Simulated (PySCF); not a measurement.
C2H7Si, SMILES C[SiH]C (connectivity only; charge and spin as stated), charge +1, multiplicity 1.

Geometry optimised at PBE-D3(BJ)/def2-SVP. The spin state was assumed, not searched. The isomer is the one that the SMILES or the coordinates give; other isomers of the formula were not compared.

These are ωB97X/def2-TZVPD run with PySCF values and carry that method's errors.

Symmetry labels are those of the subgroup C2v that the program uses (full group C2v).

Computed valence orbital energies around the gap with their symmetry:
```csv
orbital,symmetry,energy (eV)
HOMO−7,B1,-27.97
HOMO−6,A1,-22.46
HOMO−5,A1,-20.11
HOMO−4,B2,-19.68
HOMO−3,B1,-19.50
HOMO−2,A2,-19.28
HOMO−1,A1,-17.94
HOMO,B1,-17.66
LUMO,B2,-6.00
LUMO+1,A1,-3.03
LUMO+2,B1,-2.06
LUMO+3,A1,-1.89
```
